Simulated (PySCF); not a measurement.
## Calculated data, CH$_{6}$BGeSi, C$_{2}$H$_{7}$BGe

Computed with PySCF 2.14.0. Calculation on a computer-drawn molecule: the log of a Hartree-Fock and frozen-core CCSD(T) single point meant for a local Hartree-Fock minimum, with one planted fault or none, to be diagnosed. Offsets are logged minus clean, where the clean run is the same molecule without the fault. The reference is restricted for singlets and unrestricted otherwise, and also for a bond in bohr or an excited solution. Adding or removing an electron swaps singlet and doublet. The excited solution moves the top pair (singlet) or top alpha electron (doublet) to the lowest empty orbital. Highest occupied and lowest empty are orbital energies over both spins, largest force is the largest gradient component, triples share is (T) over the correlation energy, the T1 limit is 0.02 restricted and 0.045 unrestricted, electrons count all cores, a negative frequency is imaginary (commonest isotopes), and the dipole is about the centre of nuclear charge; on germanium a core potential holds 10 electrons, which the energies leave out, and 3d is frozen in MP2 and coupled-cluster steps.

Common to all runs: meant multiplicity 1; meant basis and core potential on germanium cc-pVDZ-PP ECP10MDF; logged SCF converged yes; logged CC converged yes; logged SCF stable within its kind yes; possible faults no fault, one electron removed, one electron added, multiplicity raised by two, geometry at a saddle point, SCF held on an excited solution, minimal basis STO-3G, one bond length entered in bohr, all coordinates scaled.

(1) 
```xyz
10
formula=CH6BGeSi meant_charge=1 meant_basis=cc-pV(D+d)Z logged_electrons=62 logged_basis_functions=104 logged_spin_squared=0.8615 logged_highest_occupied=-15.161 logged_lowest_empty=-4.7904 logged_largest_force=0.0088203 logged_T1_diagnostic=0.041901 logged_D1_diagnostic=0.18214 logged_triples_share=0.043871 logged_dipole_magnitude=5.8022 logged_energy_HF=-647.94064 logged_energy_CCSD(T)=-648.37893 planted_fault=one_bond_length_entered_in_bohr,row_6_of_the_drawn_bonds HF_energy_offset_from_clean_run=71.23 CCSD(T)_energy_offset_from_clean_run=78.36
B     -0.4907    -1.4656    -1.3817
C     -1.5397    -0.5483    -1.5218
Si    -2.0680     0.3056    -0.1072
Ge    -2.3435    -0.3115    -3.3787
H      0.3871    -2.2374    -1.2796
H     -1.4549     0.0971     1.2058
H     -4.1269     2.1469    -0.2084
H     -3.8098    -0.6841    -3.2405
H     -1.5754    -1.2585    -4.2850
H     -2.1304     1.1502    -3.7337
```

Units: logged_highest_occupied, logged_lowest_empty in eV; logged_largest_force in hartree/bohr; logged_dipole_magnitude in debye; logged_energy_HF, logged_energy_CCSD(T) in hartree; HF_energy_offset_from_clean_run, CCSD(T)_energy_offset_from_clean_run in kcal/mol.

Drawn bonds:
```tsv
atom	other atom	order
1	2	1
2	3	2
2	4	1
1	5	1
3	6	1
3	7	1
4	8	1
4	9	1
4	10	1
```

(2) 
```xyz
11
formula=C2H7BGe meant_charge=0 meant_basis=cc-pVDZ logged_electrons=56 logged_basis_functions=100 logged_spin_squared=0.717 logged_highest_occupied=-8.4925 logged_lowest_empty=0.66249 logged_largest_force=0.022264 logged_T1_diagnostic=0.064619 logged_D1_diagnostic=0.27252 logged_triples_share=0.039846 logged_dipole_magnitude=3.6179 logged_energy_HF=-397.68889 logged_energy_CCSD(T)=-398.22671 planted_fault=one_bond_length_entered_in_bohr,row_5_of_the_drawn_bonds HF_energy_offset_from_clean_run=74.49 CCSD(T)_energy_offset_from_clean_run=73.18
B     -1.2204    -0.5467    -0.5253
C     -0.5612     0.6854     0.0923
C     -0.2023     0.7785     1.5639
Ge    -0.2550     2.0055    -1.0728
H     -1.4883    -0.5791    -1.6997
H     -1.7242    -2.3705     0.7450
H      0.4920    -0.0187     1.8435
H      0.2626     1.7287     1.8374
H     -1.0923     0.6574     2.1874
H      0.3900     3.3427    -0.7105
H     -0.6171     1.9046    -2.5428
```

Units: logged_highest_occupied, logged_lowest_empty in eV; logged_largest_force in hartree/bohr; logged_dipole_magnitude in debye; logged_energy_HF, logged_energy_CCSD(T) in hartree; HF_energy_offset_from_clean_run, CCSD(T)_energy_offset_from_clean_run in kcal/mol.

Drawn bonds:
```tsv
atom	other atom	order
1	2	1
2	3	1
2	4	2
1	5	1
1	6	1
3	7	1
3	8	1
3	9	1
4	10	1
4	11	1
```

Notes: T1 above single-reference limit.
